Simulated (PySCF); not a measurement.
# Cd(29+): ionisation energy

Cd(29+) [Ar] 3d1 (2D) → Cd(30+) [Ar] (1S), as a difference of total energies. Computed with PySCF 2.14 in an uncontracted even-tempered set (17 s from 3.9 bohr⁻², ratio 2.5; 11 p from 5 bohr⁻², ratio 2.5; 8 d from 5 bohr⁻², ratio 2.5; 4 f from 18 bohr⁻², ratio 2.7; 3 g from 26 bohr⁻², ratio 2.7), with the non-relativistic Hamiltonian (point nucleus). Correlated levels: outer shells: [Ne] frozen; virtual orbitals above 40 to 60 times the deepest correlated orbital energy dropped. The calculations carry no spin-orbit coupling.

```tsv
method	ionisation energy (eV)
UHF	1631.2
MP2 (outer shells)	1631.0
SCS-MP2 (outer shells)	1631.0
CCSD (outer shells)	1630.8
CCSD(T) (outer shells)	1630.8
```

All relativistic terms are absent from these numbers, so their closeness to the reference says little about the methods.

The reference lies between the lowest fine-structure levels, while these numbers refer to the centres of the terms.

For comparison: 1635 ± 4 eV (theoretical estimate listed by NIST; NIST Atomic Spectra Database, ionization energies).
